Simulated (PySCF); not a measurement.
Work out the structure from these simulated measurements.

Formula: C5H10SSi.

- UV, strongest line: among the 8 lowest singlet transitions: S5 at 6.20 eV (200 nm, f = 0.028) [TDDFT PBE0/def2-SVPD]
- NMR, other nuclei: isotropic shieldings of nuclei other than C and H, by class: 351 (1 Si), 664 (1 S) ppm [GIAO PBE0/pcSseg-1]
- Rotational structure: rotational constants A, B, C: 1.776, 1.462, 1.157 GHz [GFN2-xTB]
- 13C NMR: chemical shifts (computed TMS as zero) by class: 103.2 (1 C), 90.5 (1 C), 13.4 (1 C), 1.0 (2 C) ppm [GIAO PBE0/pcSseg-1]
- 1H NMR: chemical shifts (computed TMS as zero) by class: 2.18 (3 H), 2.02 (1 H), 0.37 (6 H) ppm [GIAO PBE0/pcSseg-1]
- Triplet: lowest triplet excitation (Tamm–Dancoff): 4.84 eV [TDA PBE0/def2-SVPD]
- UV, first state: lowest singlet excitation: 5.19 eV (239 nm, f = 0.010) [TDDFT PBE0/def2-SVPD]
- Polarisability: 105.6 au [PBE0/def2-SVPD]
- Dipole: 1.62 D [PBE0/def2-SVPD]

The electronic properties come from PySCF, for the isolated species, density fitting. Levels stand in brackets. One conformer (not necessarily the lowest) at the GFN2-xTB geometry, without solvent, vibrations or thermal averaging. NMR values are class means; diastereotopic atoms form classes of their own.

Question: Give a SMILES that accounts for the data.

Answer: Numbering: `[CH:1]#[C:2][Si:3]([CH3:4])([CH3:5])[S:6][CH3:7]`. Its formula, C5H10SSi, gives 2 degrees of unsaturation: 0 rings and 2 π bonds in the structure found. 5 carbons fall into 4 classes; from least to most shielded: terminal alkyne carbon [C1] (103.2 ppm), alkyne carbon [C2] (90.5 ppm), S-methyl carbon [C7] (13.4 ppm), Si-methyl carbon [C4/C5] (1.0 ppm, 2 C). Hydrogen classes from least to most shielded: 3 H on an S-methyl carbon, C7 (2.18 ppm), 1 H on a terminal alkyne carbon, C1 (2.02 ppm), 6 H on 2 Si-methyl carbons, C4/C5 (0.37 ppm, a mean of values up to 0.6 ppm apart in this geometry). The other shieldings belong to: 351 ppm, four-coordinate silicon [Si3]; 664 ppm, sulfur bonded to C and Si [S6]. The optimised geometry has point group C1 and is an asymmetric top. Structure: `C#C[Si](C)(C)SC`. Computed isomers that give other values at the same levels: `C[SiH2]S[C@]12C[C@H]1C2` (13C chemical shifts (computed TMS as zero) by class: 39.4 (2 C), 16.3 (1 C), 9.9 (1 C), -1.5 (1 C) ppm); `CC(C)C1=C[SiH2]S1` (13C chemical shifts (computed TMS as zero) by class: 190.0 (1 C), 111.9 (1 C), 41.2 (1 C), 22.2 (2 C) ppm); `C/C=C(/[SiH3])C(C)=S` (13C chemical shifts (computed TMS as zero) by class: 267.3 (1 C), 158.7 (1 C), 151.8 (1 C), 44.8 (1 C), 21.6 (1 C) ppm). The assignments are read from this structure; whether some other isomer fits the data as well wasn't checked.

Conformer computed: `[CH:1]#[C:2][Si:3]([CH3:4])([CH3:5])[S:6][CH3:7]`: C2–Si3–S6–C7 -55°.
